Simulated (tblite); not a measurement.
A geometry optimisation, step by step.

Species: C₄H₆BNO₃.
Numbering: `[N:1]#[C:2][C@@H:3]1[CH2:4][O:5][B:6]([OH:7])[CH2:8][O:9]1` (hydrogens: H10 on C3; H11, H12 on C4; H13 on O7; H14, H15 on C8)

Computed with GFN2-xTB (tblite), gas phase: L-BFGS steps from a force-field or distance-geometry start until the largest atomic force falls under 0.01 eV/Å. 14 of its 103 geometries are shown.

Step 0: E = -760.5896 eV, largest atomic force 3.783 eV/Å
```
atom  x, y, z in Å  |  force x, y, z in eV/Å
N1      3.263    0.501   -1.209   -2.117  -0.229   1.459
C2      2.338    0.389   -0.512    2.485   0.255  -1.427
C3      1.204    0.232    0.401    2.066   0.447   0.249
C4      0.626   -1.099    0.147    1.492  -3.259   1.210
O5     -0.481   -1.219   -0.616   -3.223   1.326   0.010
B6     -1.448   -0.217   -0.148   -1.505  -1.795  -0.081
O7     -2.793   -0.524    0.270    1.947   0.111  -2.464
C8     -0.876    1.249   -0.065   -2.528  -0.048  -0.339
O9      0.435    1.340    0.255    0.912   2.397   0.522
H10     1.611    0.247    1.434    0.184  -0.023  -0.069
H11     1.431   -1.731   -0.325   -0.508   0.267   0.154
H12     0.445   -1.607    1.151   -0.023   0.325  -0.630
H13    -3.256   -1.111   -0.376    0.675   0.350   1.171
H14    -1.033    1.708   -1.078   -0.079  -0.177   0.402
H15    -1.471    1.852    0.649    0.224   0.052  -0.167
```

Step 8: E = -761.6623 eV, largest atomic force 0.547 eV/Å
```
atom  x, y, z in Å  |  force x, y, z in eV/Å
N1      3.275    0.505   -1.253   -0.122   0.006   0.273
C2      2.426    0.411   -0.492   -0.278  -0.021  -0.347
C3      1.279    0.260    0.407   -0.012  -0.205  -0.029
C4      0.650   -1.164    0.174   -0.021   0.011   0.115
O5     -0.605   -1.243   -0.461    0.040   0.279   0.042
B6     -1.462   -0.218   -0.182   -0.465  -0.072   0.100
O7     -2.782   -0.397   -0.067   -0.268   0.086  -0.260
C8     -0.927    1.270   -0.029    0.050  -0.091  -0.091
O9      0.451    1.415    0.313    0.048  -0.216   0.004
H10     1.692    0.261    1.434   -0.017  -0.022  -0.063
H11     1.350   -1.796   -0.386   -0.022   0.151  -0.013
H12     0.447   -1.634    1.142    0.469   0.013   0.282
H13    -3.197   -1.243   -0.248    0.285  -0.035  -0.013
H14    -1.095    1.686   -1.034    0.164   0.238  -0.035
H15    -1.505    1.895    0.660    0.150  -0.123   0.035
```

Step 16: E = -761.8563 eV, largest atomic force 0.420 eV/Å
```
atom  x, y, z in Å  |  force x, y, z in eV/Å
N1      3.263    0.529   -1.239   -0.158  -0.082  -0.060
C2      2.350    0.377   -0.568    0.015   0.194   0.022
C3      1.254    0.231    0.390    0.133  -0.062   0.000
C4      0.625   -1.180    0.236    0.138  -0.036   0.110
O5     -0.693   -1.247   -0.234    0.132   0.010   0.190
B6     -1.521   -0.168   -0.211   -0.137  -0.385   0.096
O7     -2.843   -0.393   -0.304   -0.094  -0.079   0.040
C8     -0.946    1.295   -0.057    0.226   0.008   0.020
O9      0.417    1.364    0.364    0.257   0.120   0.176
H10     1.754    0.251    1.381   -0.053   0.075  -0.101
H11     1.274   -1.763   -0.429   -0.154  -0.077  -0.073
H12     0.639   -1.657    1.226   -0.064  -0.093  -0.031
H13    -3.090   -1.323   -0.256    0.052   0.191  -0.203
H14    -1.022    1.807   -1.022   -0.068   0.181  -0.018
H15    -1.465    1.886    0.702   -0.225   0.035  -0.169
```

Step 24: E = -761.9424 eV, largest atomic force 0.301 eV/Å
```
atom  x, y, z in Å  |  force x, y, z in eV/Å
N1      3.189    0.521   -1.323   -0.300  -0.014   0.018
C2      2.300    0.398   -0.613    0.069  -0.026   0.016
C3      1.263    0.230    0.408    0.009  -0.055  -0.005
C4      0.637   -1.198    0.305    0.045   0.085  -0.009
O5     -0.730   -1.253    0.005    0.093  -0.022   0.033
B6     -1.514   -0.166   -0.179   -0.103  -0.230  -0.135
O7     -2.823   -0.392   -0.394   -0.094  -0.050  -0.088
C8     -0.928    1.302   -0.077    0.094   0.029   0.122
O9      0.397    1.344    0.466    0.110   0.027   0.213
H10     1.816    0.276    1.367   -0.020   0.025  -0.087
H11     1.160   -1.772   -0.473    0.048   0.057   0.030
H12     0.771   -1.717    1.262    0.005   0.024  -0.031
H13    -3.063   -1.324   -0.414    0.051   0.211   0.005
H14    -0.949    1.893   -0.998    0.055  -0.171  -0.222
H15    -1.529    1.866    0.637   -0.063   0.109   0.141
```

Step 31: E = -762.0327 eV, largest atomic force 0.341 eV/Å
```
atom  x, y, z in Å  |  force x, y, z in eV/Å
N1      2.945    0.504   -1.488    0.084   0.092  -0.138
C2      2.192    0.437   -0.632   -0.341   0.007  -0.015
C3      1.259    0.253    0.476    0.119  -0.102   0.105
C4      0.657   -1.190    0.357    0.071  -0.015   0.108
O5     -0.725   -1.271    0.132    0.023  -0.157  -0.054
B6     -1.491   -0.191   -0.148    0.056  -0.014   0.040
O7     -2.774   -0.342   -0.505   -0.033   0.099  -0.004
C8     -0.880    1.270   -0.029   -0.160   0.121  -0.104
O9      0.361    1.319    0.679   -0.093  -0.207  -0.186
H10     1.886    0.299    1.376    0.102  -0.106   0.124
H11     1.141   -1.715   -0.484    0.033   0.094   0.157
H12     0.873   -1.749    1.282   -0.085   0.105  -0.143
H13    -3.092   -1.240   -0.576   -0.002  -0.160   0.027
H14    -0.804    1.732   -1.024    0.227   0.079   0.075
H15    -1.552    1.893    0.561   -0.001   0.164   0.009
```

Step 39: E = -762.1188 eV, largest atomic force 0.389 eV/Å
```
atom  x, y, z in Å  |  force x, y, z in eV/Å
N1      2.681    0.600   -1.614   -0.195   0.042   0.150
C2      2.034    0.480   -0.677    0.127   0.142  -0.163
C3      1.252    0.238    0.532    0.001  -0.029   0.019
C4      0.670   -1.201    0.397   -0.044  -0.162   0.108
O5     -0.698   -1.278    0.100   -0.132  -0.094  -0.175
B6     -1.480   -0.203   -0.164    0.062   0.334   0.076
O7     -2.765   -0.363   -0.526    0.127   0.087   0.016
C8     -0.847    1.269   -0.012    0.063   0.255  -0.239
O9      0.322    1.249    0.831   -0.188  -0.159  -0.003
H10     1.960    0.253    1.376   -0.038   0.033  -0.067
H11     1.217   -1.716   -0.410   -0.075  -0.021   0.102
H12     0.815   -1.770    1.325    0.039   0.126   0.001
H13    -3.084   -1.262   -0.616    0.083  -0.059   0.045
H14    -0.561    1.694   -0.992    0.000  -0.161   0.032
H15    -1.520    2.018    0.428    0.170  -0.335   0.100
```

Step 47: E = -762.1769 eV, largest atomic force 0.134 eV/Å
```
atom  x, y, z in Å  |  force x, y, z in eV/Å
N1      2.505    0.724   -1.671   -0.071   0.073   0.054
C2      1.940    0.539   -0.694    0.015  -0.104  -0.083
C3      1.236    0.212    0.543    0.049  -0.022  -0.043
C4      0.654   -1.228    0.411    0.001   0.014   0.044
O5     -0.691   -1.278    0.016    0.002  -0.006  -0.029
B6     -1.454   -0.175   -0.209    0.023   0.035   0.005
O7     -2.747   -0.355   -0.521    0.054   0.007  -0.058
C8     -0.797    1.274   -0.037    0.017   0.041  -0.014
O9      0.285    1.179    0.904    0.061  -0.004  -0.026
H10     1.983    0.228    1.349   -0.008  -0.035   0.007
H11     1.241   -1.793   -0.326    0.000   0.032   0.062
H12     0.718   -1.741    1.378    0.024   0.035   0.028
H13    -3.000   -1.279   -0.568   -0.068   0.013  -0.019
H14    -0.412    1.681   -0.987   -0.054  -0.036   0.065
H15    -1.466    2.020    0.389   -0.046  -0.041   0.008
```

Step 55: E = -762.1935 eV, largest atomic force 0.152 eV/Å
```
atom  x, y, z in Å  |  force x, y, z in eV/Å
N1      2.408    0.814   -1.707   -0.059  -0.051   0.094
C2      1.903    0.529   -0.721    0.024  -0.002  -0.150
C3      1.242    0.187    0.534    0.097   0.078  -0.022
C4      0.648   -1.244    0.453    0.040   0.045  -0.008
O5     -0.690   -1.292    0.036   -0.003  -0.041   0.008
B6     -1.425   -0.181   -0.223   -0.041   0.036  -0.049
O7     -2.708   -0.339   -0.587   -0.034   0.001   0.010
C8     -0.773    1.269   -0.031   -0.048   0.006  -0.068
O9      0.315    1.177    0.902   -0.037  -0.044   0.033
H10     2.009    0.202    1.316    0.077   0.005   0.077
H11     1.238   -1.832   -0.261    0.039  -0.058   0.051
H12     0.703   -1.717    1.441   -0.029   0.012  -0.014
H13    -3.004   -1.252   -0.604    0.016   0.046  -0.060
H14    -0.396    1.704   -0.971   -0.092  -0.043   0.041
H15    -1.474    1.984    0.400    0.050   0.009   0.057
```

Step 63: E = -762.2083 eV, largest atomic force 0.109 eV/Å
```
atom  x, y, z in Å  |  force x, y, z in eV/Å
N1      2.321    0.860   -1.752    0.024  -0.066  -0.045
C2      1.878    0.522   -0.754   -0.012  -0.008  -0.003
C3      1.267    0.172    0.522    0.007   0.051  -0.017
C4      0.657   -1.251    0.483   -0.020   0.032   0.001
O5     -0.664   -1.306    0.004   -0.009  -0.012  -0.065
B6     -1.410   -0.194   -0.237   -0.020   0.029   0.048
O7     -2.694   -0.316   -0.611    0.069  -0.045  -0.043
C8     -0.765    1.254   -0.012   -0.068   0.031  -0.005
O9      0.341    1.163    0.899   -0.012   0.034  -0.014
H10     2.049    0.200    1.292    0.048  -0.018  -0.015
H11     1.279   -1.892   -0.155   -0.035  -0.015   0.007
H12     0.651   -1.663    1.499   -0.015   0.001   0.019
H13    -3.025   -1.213   -0.698    0.068   0.012  -0.006
H14    -0.438    1.717   -0.957    0.050  -0.046   0.063
H15    -1.452    1.956    0.456   -0.074   0.020   0.077
```

Step 71: E = -762.2462 eV, largest atomic force 0.232 eV/Å
```
atom  x, y, z in Å  |  force x, y, z in eV/Å
N1      2.187    0.764   -1.895    0.026  -0.012  -0.145
C2      1.794    0.485   -0.860   -0.077  -0.081   0.119
C3      1.291    0.178    0.471   -0.089  -0.117   0.180
C4      0.654   -1.230    0.549   -0.066  -0.118   0.003
O5     -0.630   -1.301   -0.028   -0.002  -0.003   0.020
B6     -1.391   -0.190   -0.225    0.097   0.044  -0.055
O7     -2.617   -0.313   -0.753   -0.041   0.059   0.006
C8     -0.779    1.256    0.111   -0.033  -0.005  -0.105
O9      0.393    1.159    0.931   -0.030   0.095  -0.013
H10     2.138    0.218    1.167    0.074  -0.032  -0.010
H11     1.267   -1.978    0.034    0.107   0.077   0.006
H12     0.564   -1.514    1.609    0.018   0.077  -0.104
H13    -2.908   -1.203   -0.961    0.088   0.001   0.030
H14    -0.505    1.768   -0.827   -0.100   0.041   0.062
H15    -1.462    1.909    0.655    0.028  -0.027   0.008
```

Step 78: E = -762.2679 eV, largest atomic force 0.186 eV/Å
```
atom  x, y, z in Å  |  force x, y, z in eV/Å
N1      2.124    0.673   -1.975   -0.136  -0.087   0.092
C2      1.741    0.420   -0.927    0.114   0.000  -0.087
C3      1.300    0.166    0.438   -0.012   0.010   0.029
C4      0.638   -1.219    0.594    0.005  -0.017   0.003
O5     -0.610   -1.302   -0.051    0.027   0.014   0.011
B6     -1.359   -0.180   -0.242    0.017  -0.001  -0.074
O7     -2.550   -0.292   -0.851    0.023   0.029   0.019
C8     -0.792    1.259    0.177   -0.020  -0.019  -0.018
O9      0.444    1.186    0.902    0.002   0.003  -0.025
H10     2.195    0.201    1.078   -0.064   0.040   0.008
H11     1.273   -2.009    0.182    0.036   0.026  -0.019
H12     0.491   -1.393    1.667   -0.003  -0.037  -0.003
H13    -2.783   -1.183   -1.115   -0.008  -0.003   0.014
H14    -0.650    1.867   -0.728    0.044   0.047   0.013
H15    -1.468    1.813    0.827   -0.026  -0.005   0.039
```

Step 86: E = -762.2834 eV, largest atomic force 0.095 eV/Å
```
atom  x, y, z in Å  |  force x, y, z in eV/Å
N1      2.023    0.527   -2.026   -0.069  -0.011   0.064
C2      1.704    0.372   -0.940    0.079  -0.016  -0.022
C3      1.301    0.180    0.448    0.004   0.031   0.050
C4      0.651   -1.209    0.616   -0.030   0.034  -0.019
O5     -0.584   -1.292   -0.054   -0.021   0.004  -0.037
B6     -1.324   -0.167   -0.273   -0.010  -0.040  -0.014
O7     -2.502   -0.268   -0.909    0.051  -0.040   0.007
C8     -0.797    1.270    0.199    0.007  -0.021  -0.025
O9      0.452    1.207    0.902   -0.024  -0.026   0.016
H10     2.195    0.238    1.083    0.022   0.007  -0.033
H11     1.308   -1.986    0.207   -0.052   0.007   0.021
H12     0.483   -1.392    1.685    0.035  -0.002  -0.027
H13    -2.736   -1.156   -1.183    0.001   0.013   0.009
H14    -0.682    1.938   -0.666   -0.036   0.026   0.028
H15    -1.496    1.745    0.891    0.043   0.033  -0.019
```

Step 94: E = -762.2857 eV, largest atomic force 0.038 eV/Å
```
atom  x, y, z in Å  |  force x, y, z in eV/Å
N1      1.976    0.504   -2.039   -0.026  -0.001   0.028
C2      1.690    0.362   -0.942    0.026  -0.005  -0.021
C3      1.305    0.180    0.451   -0.001   0.009   0.008
C4      0.650   -1.206    0.624   -0.005   0.001  -0.011
O5     -0.576   -1.290   -0.061   -0.013   0.006   0.009
B6     -1.312   -0.165   -0.286   -0.007   0.001   0.011
O7     -2.481   -0.265   -0.937   -0.008  -0.013   0.002
C8     -0.795    1.270    0.206    0.005  -0.001  -0.001
O9      0.455    1.205    0.909    0.000   0.008  -0.008
H10     2.208    0.244    1.072    0.001  -0.008   0.006
H11     1.303   -1.991    0.230    0.011  -0.005  -0.005
H12     0.475   -1.380    1.693   -0.003   0.008  -0.009
H13    -2.719   -1.154   -1.206    0.015   0.005  -0.008
H14    -0.692    1.960   -0.643    0.004  -0.004  -0.001
H15    -1.491    1.734    0.908    0.003  -0.001   0.002
```

Step 102: E = -762.2860 eV, largest atomic force 0.009 eV/Å
```
atom  x, y, z in Å  |  force x, y, z in eV/Å
N1      1.957    0.506   -2.043   -0.002  -0.001   0.006
C2      1.687    0.361   -0.942    0.000   0.002  -0.009
C3      1.306    0.180    0.453   -0.002   0.000   0.001
C4      0.649   -1.206    0.625    0.001  -0.006   0.002
O5     -0.577   -1.289   -0.059    0.004   0.004   0.002
B6     -1.312   -0.164   -0.285    0.003   0.001   0.002
O7     -2.478   -0.266   -0.940    0.002  -0.008  -0.001
C8     -0.793    1.270    0.208   -0.001   0.003   0.000
O9      0.457    1.205    0.910   -0.004   0.000  -0.002
H10     2.210    0.240    1.073   -0.002   0.001   0.002
H11     1.302   -1.992    0.233    0.000  -0.002  -0.003
H12     0.474   -1.377    1.694   -0.002  -0.004   0.000
H13    -2.708   -1.155   -1.216    0.004   0.008   0.000
H14    -0.688    1.959   -0.642   -0.006  -0.002  -0.002
H15    -1.489    1.734    0.909    0.005   0.005   0.002
```

Task: Summarise the path.

Result: The energy falls by 1.6964 eV from step 0 to step 102; nine tenths of that is first reached at step 39. It rises by more than 0.2 meV at step 2. The largest force goes from 3.783 to 0.009 eV/Å. Among the bonds O5–B6 changes most, from 1.469 to 1.363 Å; the atoms move by 0.752 Å rms after alignment.

Task: Follow the three bonds and two angles with the largest change from start to end.

Result: 
| step | E above end (eV) | largest force (eV/Å) | O5–B6 (Å) | B6–O7 (Å) | C8–O9 (Å) | C4–O5–B6 (°) | C4–C3–O9 (°) |
| --- | --- | --- | --- | --- | --- | --- | --- |
| 0 | 1.6964 | 3.783 | 1.469 | 1.442 | 1.353 | 107.4 | 119.8 |
| 4 | 0.9197 | 0.933 | 1.388 | 1.340 | 1.421 | 111.9 | 120.1 |
| 9 | 0.5862 | 0.731 | 1.368 | 1.340 | 1.432 | 116.3 | 119.5 |
| 13 | 0.4939 | 0.448 | 1.364 | 1.340 | 1.425 | 119.8 | 118.8 |
| 18 | 0.4027 | 0.315 | 1.359 | 1.346 | 1.435 | 122.7 | 119.9 |
| 22 | 0.3608 | 0.310 | 1.354 | 1.346 | 1.432 | 123.9 | 119.5 |
| 27 | 0.3133 | 0.363 | 1.358 | 1.347 | 1.440 | 124.6 | 117.1 |
| 31 | 0.2533 | 0.341 | 1.353 | 1.341 | 1.429 | 123.0 | 117.6 |
| 35 | 0.2202 | 0.280 | 1.360 | 1.341 | 1.431 | 121.8 | 116.3 |
| 40 | 0.1511 | 0.307 | 1.359 | 1.345 | 1.441 | 124.6 | 115.5 |
| 44 | 0.1226 | 0.184 | 1.362 | 1.344 | 1.441 | 124.1 | 114.0 |
| 49 | 0.1053 | 0.115 | 1.359 | 1.341 | 1.437 | 123.5 | 113.7 |
| 53 | 0.0970 | 0.200 | 1.357 | 1.342 | 1.437 | 123.0 | 113.9 |
| 58 | 0.0850 | 0.142 | 1.360 | 1.341 | 1.439 | 123.0 | 113.7 |
| 62 | 0.0793 | 0.109 | 1.360 | 1.342 | 1.436 | 122.9 | 113.2 |
| 67 | 0.0604 | 0.192 | 1.363 | 1.344 | 1.435 | 122.4 | 112.4 |
| 71 | 0.0398 | 0.232 | 1.361 | 1.341 | 1.434 | 121.9 | 110.8 |
| 75 | 0.0225 | 0.177 | 1.362 | 1.344 | 1.437 | 120.6 | 110.9 |
| 80 | 0.0137 | 0.226 | 1.362 | 1.343 | 1.436 | 120.2 | 110.9 |
| 84 | 0.0057 | 0.102 | 1.363 | 1.342 | 1.435 | 120.1 | 111.7 |
| 89 | 0.0010 | 0.168 | 1.363 | 1.342 | 1.435 | 120.2 | 111.4 |
| 93 | 0.0004 | 0.046 | 1.363 | 1.341 | 1.435 | 120.1 | 111.2 |
| 98 | 0.0001 | 0.016 | 1.363 | 1.341 | 1.435 | 120.1 | 111.2 |
| 102 | 0.0000 | 0.009 | 1.363 | 1.341 | 1.435 | 120.1 | 111.2 |

What follows is the cost of the whole relaxation. Time: 0.63 s. Hardware: one thread of an Arm Neoverse V1, shared host with 32 logical CPUs at a one-minute load of 20.
